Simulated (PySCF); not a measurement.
**Basis and Hamiltonian dependence of the ionisation energy of Os⁺**

Os⁺ [Xe] 4f14 5d6 6s1 (6D) → Os²⁺ [Xe] 4f14 5d6 (5D). All values are computed (PySCF 2.14, energy differences of UHF-based or UKS calculations, no spin-orbit coupling). Values in eV.

```json
{"basis": "cc-pVDZ-PP with ECP60MDF", "Hamiltonian": "ECP", "functions": "38", "UHF": "15.977", "PBE": "17.502", "PBE0": "n/a", "MP2 (valence)": "16.670", "CCSD(T) (valence)": "n/a"}
{"basis": "aug-cc-pVDZ-PP with ECP60MDF", "Hamiltonian": "ECP", "functions": "54", "UHF": "15.998", "PBE": "17.517", "PBE0": "17.258", "MP2 (valence)": "16.782", "CCSD(T) (valence)": "16.755"}
{"basis": "def2-TZVPPD with the def2 core potential (60 electrons)", "Hamiltonian": "ECP", "functions": "59", "UHF": "16.004", "PBE": "17.531", "PBE0": "17.272", "MP2 (valence)": "16.790", "CCSD(T) (valence)": "16.752"}
{"basis": "cc-pVTZ-PP with ECP60MDF", "Hamiltonian": "ECP", "functions": "63", "UHF": "16.018", "PBE": "17.553", "PBE0": "17.290", "MP2 (valence)": "16.854", "CCSD(T) (valence)": "n/a"}
{"basis": "Sapporo-DKH3-DZP-2012", "Hamiltonian": "spin-free X2C", "functions": "65", "UHF": "16.017", "PBE": "n/a", "PBE0": "n/a", "MP2 (valence)": "n/a", "CCSD(T) (valence)": "n/a"}
{"basis": "aug-cc-pwCVDZ-PP with ECP60MDF", "Hamiltonian": "ECP", "functions": "70", "UHF": "16.036", "PBE": "17.551", "PBE0": "17.295", "MP2 (valence)": "16.841", "CCSD(T) (valence)": "16.800"}
{"basis": "aug-cc-pVTZ-PP with ECP60MDF", "Hamiltonian": "ECP", "functions": "88", "UHF": "16.025", "PBE": "17.558", "PBE0": "17.295", "MP2 (valence)": "16.880", "CCSD(T) (valence)": "16.846"}
{"basis": "def2-QZVPPD with the def2 core potential (60 electrons)", "Hamiltonian": "ECP", "functions": "88", "UHF": "16.006", "PBE": "17.539", "PBE0": "17.276", "MP2 (valence)": "16.829", "CCSD(T) (valence)": "16.796"}
{"basis": "x2c-TZVPPall", "Hamiltonian": "spin-free X2C", "functions": "97", "UHF": "16.060", "PBE": "17.606", "PBE0": "17.329", "MP2 (valence)": "16.848", "CCSD(T) (valence)": "16.827"}
{"basis": "ANO-RCC-VTZP", "Hamiltonian": "spin-free X2C", "functions": "104", "UHF": "16.048", "PBE": "17.669", "PBE0": "17.371", "MP2 (valence)": "16.819", "CCSD(T) (valence)": "16.778"}
{"basis": "x2c-TZVPPall with one added diffuse shell each of s, p, d, f type", "Hamiltonian": "spin-free X2C", "functions": "113", "UHF": "16.056", "PBE": "17.606", "PBE0": "17.328", "MP2 (valence)": "16.853", "CCSD(T) (valence)": "16.834"}
{"basis": "aug-cc-pVTZ-PP with one added diffuse shell each of s, p, d, f, g type with ECP60MDF", "Hamiltonian": "ECP", "functions": "113", "UHF": "16.026", "PBE": "17.559", "PBE0": "17.296", "MP2 (valence)": "16.882", "CCSD(T) (valence)": "n/a"}
{"basis": "aug-cc-pwCVTZ-PP with ECP60MDF", "Hamiltonian": "ECP", "functions": "122", "UHF": "16.027", "PBE": "17.559", "PBE0": "17.296", "MP2 (valence)": "16.885", "CCSD(T) (valence)": "n/a"}
{"basis": "aug-cc-pVQZ-PP with ECP60MDF", "Hamiltonian": "ECP", "functions": "135", "UHF": "16.024", "PBE": "17.557", "PBE0": "17.294", "MP2 (valence)": "16.905", "CCSD(T) (valence)": "n/a"}
```

Extrapolation of MP2 (valence) from aug-cc-pVTZ-PP with ECP60MDF and aug-cc-pVQZ-PP with ECP60MDF: the correlation parts are 0.855 and 0.881 eV; with the X⁻³ form and unrounded values, (4³ × 0.881 − 3³ × 0.855)/(4³ − 3³) = 0.900 eV, and adding the Hartree-Fock value 16.024 eV of the larger basis gives 16.924 eV.

Frozen in the all-electron rows: valence: [Xe] 4f14; with a core potential, the same shells as far as they lie outside it.

Between the lowest levels the reference is 17 ± 1 eV (semi-empirical (NIST evaluation); NIST Atomic Spectra Database, ionization energies); it includes spin-orbit coupling, which these numbers lack.
